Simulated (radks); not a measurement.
The numbers below are computed, except where a source is named.
Question: Radial electron density D(r) = 4 pi r^2 rho(r) of an atom or ion with 68 electrons. Code: a radial shooting solver on a logarithmic mesh with Libxc functionals. Model: scalar-relativistic Kohn-Sham, r2SCAN, spin-polarised, spherical densities, finite nucleus; meta-GGA in the generalised Kohn-Sham scheme; Fermi nuclear charge, rms radius of each element as measured or else 0.836 A^(1/3) + 0.57 fm.

```
   r/bohr * D(r) (the largest magnitude, 121, reaches the edge; | marks zero)
 0.004102 |                 *
 0.005604 |                         *
 0.007656 |                                *
  0.01046 |                                      *
  0.01429 |                                         *
  0.01952 |                                      *
  0.02667 |                                    *
  0.03644 |                                        *
  0.04978 |                                                  *
    0.068 |                                                      *
   0.0929 |                                             *
   0.1269 |                                          *
   0.1734 |                                                 *
   0.2369 |                                     *
   0.3236 |                      *
   0.4421 |                          *
   0.5992 |                     *
   0.8186 |          *
    1.118 |     *
    1.528 |  *
    2.087 |*
    2.851 |*
    3.895 |*
    5.322 *
     7.27 *
    9.932 *
    13.57 *
```

What is the nuclear charge?

Answer: Z = 68. The innermost maximum, from 1s, lies near gamma/Z bohr with gamma = sqrt(1 - (Z/c)^2) = 0.868, here 0.0128 bohr (found: 0.0140), and its height grows with Z. The density is that of neutral erbium in [Xe] 4f10 6s2 6p2; the configuration itself is not fixed sharply by these data, and Z only to a few units. D(r) has 4 maxima, at r = 0.0140, 0.0628, 0.175, 0.475 bohr, and minima at 0.0267, 0.114, 0.337 bohr, inside which lie 1.92, 11.13, 29.53 electrons.
